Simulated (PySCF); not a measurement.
Sn(H)(SiH3) (H₄SiSn), SMILES [SiH3][SnH] (connectivity only; charge and spin as stated), neutral, multiplicity 1.

Coordinates come from a B3LYP-D3(BJ)/def2-TZVP optimisation. The def2 effective core potentials stand for the cores of Sn; spin–orbit coupling is left out.

Calculation: PBE/def2-TZVPD (PySCF).

Symmetry labels are those of the subgroup Cs that the program uses (full group Cs).

Computed valence orbital energies around the gap with their symmetry:
```
orbital  symmetry  energy (eV)
-------  --------  -----------
HOMO−7         A'       -25.34
HOMO−6         A'       -25.28
HOMO−5         A'       -13.18
HOMO−4         A'       -11.28
HOMO−3         A"        -8.31
HOMO−2         A'        -8.25
HOMO−1         A'        -6.64
HOMO           A'        -5.52
LUMO           A"        -3.97
LUMO+1         A'        -0.90
LUMO+2         A'        -0.58
LUMO+3         A'         0.14
```
